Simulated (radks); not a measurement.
Spherical quantum dot in the effective-mass picture: electrons in a parabolic well V = omega^2 r^2 / 2 with omega = 3.45, with a point charge +1 (a donor) at the centre, all in effective atomic units (hartree* = m*/eps^2 hartree, bohr* = eps/m* bohr), one dielectric constant everywhere. Method: non-relativistic Kohn-Sham, r2SCAN, spin-polarised, spherical densities, generalised Kohn-Sham scheme; computed with a radial shooting solver with Libxc functionals. Levels are named by radial order and angular momentum (1s, 1p, 1d, 2s, ...), and open shells are averaged over m.

N = 24, configuration 1s2 1p6 1d10 2s2 1f(up 4, down 0). This is the lowest configuration that the search found. Occupied and some empty levels:

level,occupation,eigenvalue (hartree*),<r> (bohr*)
1s up,1,24.855,0.7172
1s down,1,24.880,0.7089
1p up,3,27.336,0.9960
1p down,3,27.427,0.9872
2s up,1,29.451,1.025
2s down,1,29.572,1.028
1d up,5,29.687,1.167
1d down,5,29.829,1.162
1f up,4,32.160,1.300
1f down,0,32.335,1.297
2p up,0,32.473,1.168
2p down,0,32.586,1.171
1g up,0,34.767,1.413
1g down,0,34.965,1.412
2d up,0,35.299,1.304
2d down,0,35.429,1.303

Energy (hartree*): total 472.487, kinetic 95.961, external 163.45, Hartree 235.12, exchange-correlation -22.042.

Electron density:

r (bohr*),n(r) (e/bohr*^3)
0.0461,5.696
0.220,3.817
0.394,2.601
0.568,2.128
0.741,2.108
0.915,2.096
1.09,1.802
1.26,1.256
1.44,0.6939
1.61,0.2984
1.78,0.09957
1.96,0.02579
2.13,0.005195
2.31,0.0008260
